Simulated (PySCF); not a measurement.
CH3Se, SMILES C[Se], multiplicity 2. Atoms are numbered in the order given.

```xyz
5

C     -1.5024     0.0068     0.0000
Se     0.4295     0.0007     0.0000
H     -1.8869     0.4872     0.8980
H     -1.8869     0.4872    -0.8980
H     -1.8160    -1.0404     0.0000
```
Charge 0, spin multiplicity 2.

Coordinates come from a ωB97X-D3(BJ)/def2-TZVP optimisation. The isomer is the one that the SMILES or the coordinates give; other isomers of the formula were not compared.

Computed with PBE/def2-TZVPD run with PySCF.

Isolated molecule, no solvent.

Computed frontier levels, dipole moment and polarisability:
```yaml
"α spin, highest occupied and lowest empty level": -5.48 and -0.78 eV
"β spin, highest occupied and lowest empty level": -5.17 and -4.92 eV
dipole_moment: 1.57 D
quadrupole, principal values (traceless, Buckingham form, about the centre of nuclear charge): -3.54, 1.09, 2.45 D·Å
mean_static_polarisability: 43.6 bohr³ (6.46 Å³)
polarisability_principal_values: 36.3, 41.9, 52.6 bohr³
"⟨S²⟩": 0.753 (pure state 0.75)
```
